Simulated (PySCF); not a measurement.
A PySCF script (with the pyscf-properties extension) for the NMR shieldings of SMILES CC(C)OC[BH2-][NH3+], C$_{4}$H$_{14}$BNO, on a GFN2-xTB geometry:

```python
import basis_set_exchange as bse
import numpy as np
from pyscf import gto, dft
from pyscf.prop import nmr

atoms = """
C    -1.641211   -1.572795   -0.220943
C    -1.378487   -0.073970   -0.405350
C    -2.323585    0.748920    0.468963
O    -0.062107    0.289341   -0.048406
C     0.963051   -0.044093   -0.997695
B     2.357983    0.670203   -0.512523
N     2.297440    0.448961    1.106527
H    -0.986041   -2.159726   -0.859915
H    -2.671040   -1.801943   -0.480534
H    -1.466033   -1.857120    0.814984
H    -1.546794    0.186357   -1.464476
H    -2.119097    1.808216    0.337912
H    -2.175292    0.493923    1.515943
H    -3.356865    0.549910    0.198796
H     1.049499   -1.139891   -1.055875
H     0.652383    0.296851   -1.993424
H     2.350325    1.845821   -0.688652
H     3.326960    0.126789   -0.937089
H     1.298873    0.579758    1.277143
H     2.564361   -0.498351    1.346896
H     2.856757    1.119782    1.617977
"""
names = dict.fromkeys(["C", "O", "B", "N", "H"], "pcSseg-1")
basis = {el: gto.basis.parse(bse.get_basis(n, elements=[el], fmt="nwchem")) for el, n in names.items()}
mol = gto.M(atom=atoms, basis=basis, charge=0, verbose=0)
mf = dft.RKS(mol, xc="PBE0")
mf.grids.level = 2
mf.grids.alignment = dft.numint.BLKSIZE   # the property module wants whole blocks of grid points
mf.conv_tol = 1e-9
mf.kernel()

calc = nmr.RKS(mf)   # GIAO
C = mf.mo_coeff
Co = C[:, mf.mo_occ > 0]
resp = mf.gen_response(singlet=True, hermi=2)
def vind(x):   # induced exchange potential for any number of trial vectors
    d = np.einsum("pi,xij,qj->xpq", C, 2 * x.reshape(-1, C.shape[1], Co.shape[1]), Co, optimize=True)
    return np.einsum("xpq,pi,qj->xij", resp(d - d.transpose(0, 2, 1)), C, Co, optimize=True).ravel()
mo1, _ = nmr.rhf.solve_mo1(calc, with_cphf=vind)
sigma = calc.kernel(mo1)
for i, s in enumerate(sigma):   # ppm
    w = np.linalg.eigvalsh((s + s.T) / 2)
    print("%2d %-2s iso %8.1f  s11 %8.1f  s22 %8.1f  s33 %8.1f" % (i, mol.atom_pure_symbol(i), w.mean(), *w))
```

**Question.** What does it print?

**Answer.** 
```
 0 C  iso    165.6  s11    144.2  s22    165.3  s33    187.3
 1 C  iso    109.1  s11     82.7  s22     86.5  s33    158.0
 2 C  iso    160.1  s11    140.2  s22    153.0  s33    187.0
 3 O  iso    275.8  s11    250.4  s22    264.4  s33    312.6
 4 C  iso    119.7  s11     77.6  s22    105.5  s33    175.9
 5 B  iso    122.5  s11    112.7  s22    119.3  s33    135.4
 6 N  iso    232.9  s11    213.2  s22    234.5  s33    251.1
 7 H  iso     29.6  s11     24.6  s22     29.3  s33     34.9
 8 H  iso     30.9  s11     26.8  s22     28.5  s33     37.5
 9 H  iso     31.2  s11     28.5  s22     29.1  s33     36.0
10 H  iso     28.0  s11     25.7  s22     27.0  s33     31.4
11 H  iso     30.2  s11     26.1  s22     28.2  s33     36.2
12 H  iso     30.7  s11     28.0  s22     29.1  s33     35.0
13 H  iso     30.7  s11     26.5  s22     28.4  s33     37.3
14 H  iso     28.2  s11     22.7  s22     27.8  s33     34.1
15 H  iso     28.7  s11     25.5  s22     27.1  s33     33.6
16 H  iso     29.5  s11     25.9  s22     29.3  s33     33.4
17 H  iso     29.6  s11     26.7  s22     29.0  s33     33.1
18 H  iso     26.0  s11     15.3  s22     24.0  s33     38.5
19 H  iso     29.6  s11     24.1  s22     25.1  s33     39.5
20 H  iso     29.3  s11     22.6  s22     24.8  s33     40.6
```

These numbers come from an equivalent density-fitted implementation of the same equations, which agrees with the script to about 0.01 ppm for H and up to a few tenths of a ppm for heavy atoms, so last digits may differ.

Size and cost of the density-fitted run: 189 basis functions, 53 s wall time on 1 thread of an Arm Neoverse N1, shared host; peak memory 0.89 GiB.
